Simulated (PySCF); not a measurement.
**SeH₅ at several levels of theory**

All levels use the PBE0 minimum (doublet; Se–H 1.473 Å, Se–H 1.627 Å (×4); H–Se–H 88.0° (×4), H–Se–H 89.9° (×4), H–Se–H 176.0° (×2)), basis [Se def2-TZVP, H def2-TZVP], no relativity, density fitting, no spin–orbit coupling, PySCF. For vertical energies the ionised species is a singlet (spins chosen at PBE0 and kept) and the electron-attached one a singlet. Atomisation goes to high-spin ground-configuration atoms, without zero-point energy. Open shells are unrestricted, also as the reference of the correlated levels. A dash marks a value that was not computed or is not defined at that level.

```csv
level,atomisation (kJ/mol),vertical IP (eV),vertical EA (eV),−ε(HOMO) (eV),dipole (D)
PBE0,862,7.52,0.64,5.27,0.48
HF,430,7.12,-0.20,7.77,0.44
MP2,?,?,?,–,–
PBE,898,7.46,0.66,4.32,0.45
B3LYP,887,7.63,0.78,5.18,0.43
r2SCAN,896,7.57,0.64,4.56,0.49
TPSSh,?,?,?,?,?
MN15,845,7.46,0.78,5.73,0.46
revPBE,867,7.45,0.61,4.30,0.43
```

(1) Fill in the row of MP2.

(2) Fill in the row of TPSSh.

Results:

(1) atomisation (kJ/mol) 727, vertical IP (eV) 7.21, vertical EA (eV) 0.56.

(2) atomisation (kJ/mol) 934, vertical IP (eV) 7.58, vertical EA (eV) 0.66, −ε(HOMO) (eV) 4.87, dipole (D) 0.45.

Without diffuse functions attachment energies tend to come out too low.
